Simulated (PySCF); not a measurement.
Job file and geometry (Å, from GFN2-xTB) of an NMR shielding run on `C#C[SiH2][BH2-][N+]#CC`, C4H8BNSi, GIAO PBE0/pcSseg-1 NMR shielding, non-relativistic, gas phase in PySCF 2.14.0, density-fitted response routines; density fitting, a coarse starting grid and PySCF grid level 2 are the driver's defaults:

```
$ OMP_NUM_THREADS=1 python probes_run.py task.json out

{"job": {"kind": "nmr", "xc": "PBE0", "basis": "pcSseg-1"}, "charge": 0, "multiplicity": 1}
C     -2.138813     2.112915    -0.302752
C     -2.071380     0.938039    -0.053649
Si    -1.884975    -0.861800     0.389505
B     -0.239066    -1.174713     1.475242
N      0.847786    -0.609327     0.702778
C      1.667326    -0.133229     0.042101
C      2.653155     0.457443    -0.811805
H     -2.221924     3.138687    -0.527936
H     -3.159350    -1.223574     1.041689
H     -1.910812    -1.526759    -0.937663
H     -0.265047    -0.591439     2.516609
H     -0.004942    -2.338686     1.609116
H      3.473887     0.865052    -0.220466
H      3.046599    -0.302833    -1.486880
H      2.203145     1.258214    -1.400251
```

Question: What does the program print?

Answer: 
```
coarse grid: 13080 points
cycle   1  E = -525.6603644903  dE =  8.102e-01  |g| = 5.497e-01  |ddm| = 3.480e+00
cycle   2  E = -525.4916591426  dE =  1.687e-01  |g| = 1.019e+00  |ddm| = 1.358e+00
cycle   3  E = -525.7417034049  dE = -2.500e-01  |g| = 2.138e-01  |ddm| = 8.010e-01
cycle   4  E = -525.7515780805  dE = -9.875e-03  |g| = 4.838e-02  |ddm| = 1.760e-01
cycle   5  E = -525.7520535100  dE = -4.754e-04  |g| = 1.578e-02  |ddm| = 4.767e-02
cycle   6  E = -525.7521089161  dE = -5.541e-05  |g| = 6.971e-03  |ddm| = 1.603e-02
cycle   7  E = -525.7521202997  dE = -1.138e-05  |g| = 1.757e-03  |ddm| = 5.497e-03
cycle   8  E = -525.7521211167  dE = -8.171e-07  |g| = 3.276e-04  |ddm| = 1.997e-03
final grid: 121936 points
cycle   9  E = -525.7923518785  dE = -3.016e-05  |g| = 6.219e-03  |ddm| = 2.952e-02
cycle  10  E = -525.7923510502  dE =  8.283e-07  |g| = 6.669e-03  |ddm| = 1.185e-02
cycle  11  E = -525.7923619419  dE = -1.089e-05  |g| = 1.722e-03  |ddm| = 5.967e-03
cycle  12  E = -525.7923625350  dE = -5.931e-07  |g| = 3.470e-04  |ddm| = 1.062e-03
cycle  13  E = -525.7923625610  dE = -2.608e-08  |g| = 1.144e-04  |ddm| = 3.746e-04
cycle  14  E = -525.7923625643  dE = -3.310e-09  |g| = 4.946e-05  |ddm| = 1.275e-04
cycle  15  E = -525.7923625649  dE = -5.307e-10  |g| = 1.773e-05  |ddm| = 4.194e-05
converged SCF energy = -525.7923625649

GIAO shielding tensors (ppm)
atom      isotropic    diamagn.    paramagn.     s11        s22        s33       span
  0 C       86.873     261.855    -174.982      1.547      6.541    252.532    250.985
  1 C       93.745     262.093    -168.348     -8.115     -0.293    289.644    297.758
  2 Si     428.381     881.017    -452.636    387.544    422.076    475.523     87.979
  3 B      145.882     194.599     -48.717    133.309    137.629    166.707     33.398
  4 N       39.024     331.555    -292.530   -115.479   -100.041    332.593    448.072
  5 C       70.380     273.165    -202.785    -21.683    -13.055    245.877    267.560
  6 C      184.048     249.155     -65.106    174.871    176.815    200.459     25.588
  7 H       30.034      34.013      -3.979     24.698     25.145     40.258     15.560
  8 H       27.515      27.997      -0.482     23.782     25.806     32.957      9.174
  9 H       27.524      29.842      -2.318     24.281     25.995     32.295      8.014
 10 H       29.642      29.847      -0.205     26.319     29.057     33.548      7.229
 11 H       29.829      29.239       0.590     26.113     29.618     33.757      7.644
 12 H       29.322      25.940       3.382     24.406     26.907     36.653     12.247
 13 H       29.295      27.042       2.253     24.515     27.084     36.287     11.772
 14 H       29.039      30.231      -1.192     23.619     27.881     35.617     11.998
```

Size and cost of the density-fitted run: 166 basis functions, 17 s wall time on 1 thread of an Arm Neoverse V2, shared host; peak memory 0.74 GiB.
